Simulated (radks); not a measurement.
The numbers below are computed, except where a source is named.
Task: The mean radii <r> (bohr) of the occupied orbitals of an atom or ion are listed with their occupations. Code: a radial shooting solver on a logarithmic mesh with Libxc functionals. Model: non-relativistic Kohn-Sham, exchange-only B88, spin-polarised, spherical densities, point nucleus.

| orbital | occ. | <r> |
|---|---|---|
| 1s | 2 | 0.04245 |
| 2s | 2 | 0.1878 |
| 2p | 6 | 0.1619 |
| 3s | 2 | 0.5417 |
| 3p | 6 | 0.5456 |
| 3d | 10 | 0.5542 |
| 4s | 2 | 1.604 |
| 4p | 6 | 1.968 |

Name the element and its charge. Open shells, if any, are filled with parallel spins first.

Result: Z = 36, krypton, charge 0: Kr in [Kr]. The 1s radius gives Z: for a bare nucleus <r> = 1.5/Z, 0.04167 bohr for Z = 36, and screening makes it slightly larger (0.04245 here). The occupations add up to 36, and the charge is Z minus that.
